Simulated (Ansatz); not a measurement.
`C[SiH](F)I` + H• → `C[Si](F)I`• + H₂ at 700 K and 1 bar (hydrogen abstraction from the Si–H bond).

Computed with Ansatz on PBE0-D4/def2-TZVP structures; ΔE is electronic, products minus reactants. CBS: MP2 limit from def2 TZ/QZ plus the TZ coupled-cluster correction, frozen cores. This one scheme is used for every species, atoms too. Open shells (•) are unrestricted, without spin–orbit coupling. Elements past krypton have def2 core potentials. Bonds to I are less sure, by a few kJ/mol each and by 10 to 20 or more in all where they break to atoms, as the def2 sets lack core-valence functions.

```csv
species,CCSD(T)/CBS energy (Eh),H − E (kJ/mol),S (J/(mol·K))
`C[SiH](F)I`,-726.89319,193.3,432.0
H•,-0.50000,14.6,132.5
`C[Si](F)I`•,-726.23688,164.9,429.3
H₂,-1.17544,46.8,155.3
```

H − E and S are ideal-gas, rigid-rotor, harmonic terms from PBE0-D4/def2-TZVP, for one conformer and one mirror image of each species, with the whole ground term of open shells counted as degenerate. For small species the MP2-based limit differs from directly extrapolated CCSD(T) by up to some mEh (0.8 for H₂); such offsets cancel only in part. 1 Eh = 2625.50 kJ/mol, R = 8.31446 J/(mol·K).

By hand: ΔE, ΔH, ΔS and ΔG.

ΔE = (-726.23688) + (-1.17544) − (-726.89319) − (-0.50000) = -0.01913 Eh = -50.2 kJ/mol. Δ(H − E) = 164.9 + 46.8 − 193.3 − 14.6 = 3.8, so ΔH = -46.4 kJ/mol. ΔS = 429.3 + 155.3 − 432.0 − 132.5 = 20.1 J/(mol·K). ΔG = -46.4 − 700 × (20.1)/1000 = -60.5 kJ/mol.

By hand: the equilibrium constant, and the temperature at which ΔG would vanish if ΔH and ΔS stayed fixed.

log₁₀ K = −ΔG/(RT ln 10) = 4.5. ΔH and −TΔS have one sign here, so there is no such temperature.

ΔH outweighs TΔS. A doubt of 5 kJ/mol in ΔE shifts log₁₀ K by 0.4 here. Other conformers and mirror images would add mixing entropy, several J/(mol·K) or more a flexible species. These are equilibria of isolated gas molecules and say nothing of rates. Largest T1 diagnostic: 0.012 (customary marks: 0.02 for closed shells, 0.045 for open ones).
